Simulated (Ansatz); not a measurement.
Consider the formal exchange of groups at the Si–Si bond: `[SiH3][SiH2][O][GeH3]` + CH₄ → `C[SiH2][O][GeH3]` + SiH₄.

Computed with Ansatz on PBE0-D4/def2-TZVP structures; ΔE is electronic, products minus reactants. CCSD(T)/CBS is the MP2 limit (def2-TZVPP, def2-QZVPP) plus CCSD(T) − MP2 in def2-TZVPP, frozen cores. This one scheme is used for every species. For Ge outer-core shells are correlated without core-valence functions, which leaves a few kJ/mol of doubt a bond. Scalar relativity is left out up to krypton. One conformer a species, not always the lowest.

| species | MP2/CBS(def2) energy (Eh) |
| --- | --- |
| `[SiH3][SiH2][O][GeH3]` | -2734.21267 |
| CH₄ | -40.43551 |
| `C[SiH2][O][GeH3]` | -2483.22339 |
| SiH₄ | -291.42938 |

(1) Work out ΔE.

Largest T1 diagnostic among the species: 0.013.

## Answers

(1) ΔE = (-2483.22339) + (-291.42938) − (-2734.21267) − (-40.43551) = -0.00459 Eh = -2.9 kcal/mol. CCSD(T)/CBS gives -1.6 kcal/mol.

The D4 term adds +1.0 kcal/mol with B3LYP and +0.6 kcal/mol with PBE0; it sums over pairs of atoms, weighted by their polarisabilities, and B3LYP, whose exchange is more repulsive, gets the larger term. From PBE to PBE0 (25 % exact exchange), in def2-TZVPP and without D4, ΔE moves by −1.1 kcal/mol. Leaving LDA and LC-ωPBE aside and taking each functional with its dispersion term where it has one, the values, not all of them listed here, spread over 4.6 kcal/mol, from ωB97M-V to PBE-D4. LDA lies −0.8 kcal/mol from PBE without D4.

B3LYP here is the variant with VWN-RPA as its local correlation; programs differ in this.
